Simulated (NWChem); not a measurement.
**Atomisation of H₄Sn**

```xyz
5

Sn     0.0000     0.0000     0.0000
H      1.3970     0.0000     0.9878
H     -1.3970     0.0000     0.9878
H      0.0000    -1.3970    -0.9878
H      0.0000     1.3970    -0.9878
```
Charge 0, spin multiplicity 1.

The numbers come from NWChem runs, not from measurements. Structure: optimised with PBE0/def2-SVP with def2 effective core potentials on Sn, a minimum by its harmonic frequencies.

Basis set: def2-TZVP. The atomisation energy is electronic alone: no zero-point, thermal, spin-orbit or counterpoise terms. No value is extrapolated to the basis-set limit. Free atoms are single determinants with multiplicities Sn 3, H 2. Correlated methods freeze the same cores in atoms and molecule, 4 orbitals in all.

Effective core potentials replace the inner electrons of Sn; spin-orbit coupling is left out. The correlated methods keep 4 core orbitals frozen. B3LYP has NWChem's definition, with VWN1-RPA local correlation. The structure started from a generated list of species. No SCF solution was tested for a lower state. Open-shell Hartree-Fock references start from PBE0 orbitals.

**Question.** Order these methods by the atomisation energy they give, lowest first: HF, PBE, PBE0, B3LYP, MP2, CAM-B3LYP.

**Answer.** HF (191.0 kcal/mol), MP2 (235.2 kcal/mol), PBE (251.1 kcal/mol), PBE0 (252.2 kcal/mol), B3LYP (258.2 kcal/mol), CAM-B3LYP (261.9 kcal/mol)
